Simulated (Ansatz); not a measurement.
Cost and result up the ladder for SnMeF3 (CH3F3Sn) (8 atoms). The state is a singlet with charge 0. Geometry: PBE0-D4/def2-SVP.

```csv
atom,x (Å),y (Å),z (Å)
Sn1,0.817,-0.262,0.237
C2,-1.121,0.360,-0.326
H3,-1.756,0.371,0.569
H4,-1.513,-0.349,-1.065
H5,-1.051,1.366,-0.758
F6,2.051,-0.421,-1.226
F7,0.877,-1.980,1.096
F8,1.697,0.916,1.473
```

Ansatz on 4 threads of Arm Neoverse V2 on a shared host. Times are rough, and most runs start from the orbitals of an earlier one. r2SCAN0-D4/def2-TZVP serves as the yardstick here, not as an exact answer. Differences are given only for rows in sets of like size (and for xTB, whose basis is part of the method), since another set adds its own error. Binding counts from free atoms at the same level (Sn triplet, C triplet, H doublet, F doublet; other spins of the atoms weren't run), without zero-point energy or a counterpoise term.

In the def2 sets Sn takes a core potential, while STO-3G treats all electrons; there is no spin–orbit coupling. Correlated methods freeze 8 core orbitals; core or outer-core shells of Sn are correlated, in sets that lack core-valence functions.

Correlated methods converge slowly with the basis.

```
                          level  functions  wall time  binding energy per atom (eV)  difference from r2SCAN0-D4/def2-TZVP (eV)
                      HF/STO-3G         50     0.25 s                          2.82                                          –
                PBE-D4/def2-SVP         97      0.6 s                          3.75                                          –
               PBE0-D4/def2-SVP         97     0.85 s                          3.61                                          –
                   HF/def2-TZVP        192     0.95 s                          2.61                                      -0.99
               PBE-D4/def2-TZVP        192      1.2 s                          3.79                                       0.19
            revPBE-D4/def2-TZVP        192      1.2 s                          3.68                                       0.08
              BLYP-D4/def2-TZVP        192      1.3 s                          3.72                                       0.12
             BHLYP-D4/def2-TZVP        192      1.8 s                          3.51                                      -0.09
            r2SCAN-D4/def2-TZVP        192      2.5 s                          3.72                                       0.12
PBE0-D4/def2-TZVP (with forces)        192      2.5 s                          3.67                                       0.07
           r2SCAN0-D4/def2-TZVP        192      2.9 s                          3.60                                       0.00
               B97M-V/def2-TZVP        192        5 s                          3.73                                       0.14
              CCSD(T)/def2-TZVP        192       90 s                          3.59                                      -0.01
```
